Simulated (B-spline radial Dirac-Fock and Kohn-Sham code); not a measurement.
Ge 3d3/2: cross section and angular parameters

System: the Ge atom in the configuration [Ar] 3d10 4s2 4p2; threshold 37.80 eV (orbital energy of the model). These are calculated numbers from a B-spline atomic structure program; the model is Dirac-Hartree-Slater photoionisation with a Latter tail; cross sections with all multipoles, angular parameters from the dipole term and its interference with E2.

For linearly polarised light dσ/dΩ = σ/(4π) [1 + β P₂(cos θ) + (δ + γ cos²θ) sin θ cos φ], with θ from the polarisation vector and φ the angle between the beam and the projection of the electron momentum on the plane normal to the polarisation.

```csv
hν (eV),σ (kb),β,γ,δ
87.1,2950,0.134,-0.008,0.012
100,3060,0.281,-0.006,0.014
137,2730,0.588,0.003,0.017
188,1900,0.831,0.016,0.020
228,1380,0.951,0.029,0.023
300,799,1.083,0.058,0.027
311,739,1.096,0.063,0.028
446,309,1.195,0.126,0.035
474,264,1.205,0.140,0.037
518,207,1.215,0.162,0.039
800,58.9,1.206,0.299,0.053
1486.9,7.87,1.058,0.551,0.088
1610,5.99,1.031,0.585,0.095
2350,1.56,0.890,0.739,0.134
2830,0.783,0.819,0.809,0.160
2984.4,0.642,0.798,0.828,0.168
3270,0.454,0.764,0.861,0.183
4000,0.209,0.689,0.932,0.220
4040,0.202,0.686,0.935,0.222
5130,0.0785,0.602,1.014,0.275
5290,?,?,?,?
5414.7,0.0632,0.584,1.030,0.288
5750,0.0496,0.564,1.048,0.304
6150,0.0377,0.542,1.066,0.322
7290,0.0188,0.487,1.108,0.371
8240,0.0113,0.449,1.134,0.410
9251.7,0.00693,0.414,1.153,0.450
9260,0.00690,0.414,1.154,0.450
11600,0.00264,0.349,1.177,0.537
13500,0.00137,0.308,1.180,0.603
```

Problem. Give the values at 5290 eV.

Solution. σ = 0.0694 kb, β = 0.592, γ = 1.023, δ = 0.282.
